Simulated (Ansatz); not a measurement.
Species: SnF, charge 1, singlet. SnF+ (SMILES [F][Sn+]).
B3LYP-D3(BJ)/def2-TZVP minimum from Ansatz (a program for electronic structure):
```xyz
2

Sn     0.0000     0.0000    -0.2879
F      0.0000     0.0000     1.5994
```
Charge +1, spin multiplicity 1.

Total energies in def2-TZVPP, 10 correlated electrons, 10 frozen orbitals. UHF or UKS for unpaired electrons; spin-orbit terms are left out. Correlated methods leave the cores frozen (noble-gas shells, and filled d and f shells in the p block). Past Kr the def2 sets carry scalar-relativistic core potentials. Spin-orbit terms, left out, reach several kcal/mol for Br and I, and more for heavier atoms. The spin of FSn+ ([F][Sn+], singlet) was assumed, and the state is the lowest solution found for it.

| method | program | energy (Eh) | minus CCSDT(Q) (mEh) |
|---|---|---|---|
| HF | Ansatz | -312.61488 | 328.40 |
| MP2 | Ansatz | -312.92777 | 15.51 |
| CCSD | Ansatz | -312.93189 | 11.39 |
| CCSD(T) | Ansatz | -312.94242 | 0.86 |
| CCSDT(Q) | Ansatz | -312.94328 | 0.00 |

Rough core times of Ansatz's runs on a shared machine: CCSD(T) under 20 s, CCSDT(Q) 60 s.
